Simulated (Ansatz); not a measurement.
Reaction (ligand exchange at the Si–Se bond): `C[Se][Si](F)(F)F` + `N[SiH](O)O` → `O[SiH](O)N[Si](F)(F)F` + `C[SeH]`

Gas-phase electronic energies from Ansatz, PBE0-D4/def2-TZVP geometries. CCSD(T)/CBS is the MP2 limit (def2-TZVPP, def2-QZVPP) plus CCSD(T) − MP2 in def2-TZVPP, frozen cores. This one scheme is used for every species. Functionals use def2-TZVPP. HSE06 is defined as in plane-wave codes. For Se outer-core shells are correlated without core-valence functions, which leaves a few kJ/mol of doubt a bond. Scalar relativity is left out up to krypton. One conformer a species, not always the lowest.

CCSD(T)/CBS gives -29.1 kJ/mol.

Task: Another level gave -38.3 kJ/mol. Which?
A. PBE-D4/def2-TZVPP
B. ωB97M-V/def2-TZVPP
C. BHLYP/def2-TZVPP
D. HSE06/def2-TZVPP

Result: C. BHLYP -38.3, ωB97M-V -31.9, HSE06 -24.2, PBE-D4 -18.6 kJ/mol.

Largest T1 diagnostic among the species: 0.012.

From PBE to PBE0 (25 % exact exchange), in def2-TZVPP and without D4, ΔE moves by −7.0 kJ/mol. Leaving LDA and LC-ωPBE aside and taking each functional with its dispersion term where it has one, the values, not all of them listed here, spread over 20.1 kJ/mol, from BHLYP-D4 to PBE-D4. LDA lies −9.3 kJ/mol from PBE without D4. In def2-TZVPP, CCSD(T) changes the Hartree–Fock value by +11.2 kJ/mol (the triples alone add +2.7 kJ/mol) and MP2 by +16.0 kJ/mol.

CCSD(T)/CBS has its own doubt, a few kJ/mol and more with outer-core shells, so smaller differences from it don't rank the levels.
